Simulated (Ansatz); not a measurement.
```yaml
crystal:
  periodic: [false, false, false]
  atoms:
    - {symbol: B, position_ang: [-1.324264, 0.605873, -1.045033]}
    - {symbol: B, position_ang: [-0.381564, -0.048653, 0.142849]}
    - {symbol: C, position_ang: [0.203346, -1.429248, 0.379304]}
    - {symbol: N, position_ang: [1.368120, -0.845000, 0.324916]}
    - {symbol: C, position_ang: [0.967578, 0.511711, 0.782893]}
    - {symbol: H, position_ang: [-2.451031, 0.960737, -0.840700]}
    - {symbol: H, position_ang: [-0.894732, 0.793446, -2.148352]}
    - {symbol: H, position_ang: [0.072218, -2.493116, 0.206174]}
    - {symbol: H, position_ang: [0.990213, 0.565096, 1.867603]}
    - {symbol: H, position_ang: [1.533216, 1.328054, 0.333346]}
basis:
  gaussian: {orbitals: cc-pVTZ-PP}
hamiltonian: {xc: {name: wB97}, pseudopotentials: {relativity: none}}
```

```sh
$ ansatz run in.yaml --threads 2 --pin off --events-out ev --progress --plain --max-ram 4352MiB
```

Output, abridged:

```
Functional definition: wB97
Error: <dir> the basis set cc-pVTZ-PP has no functions for B
```

Something in this input is off. What?

The basis set is misnamed or doesn't suit the job. The input was rejected before any iteration.
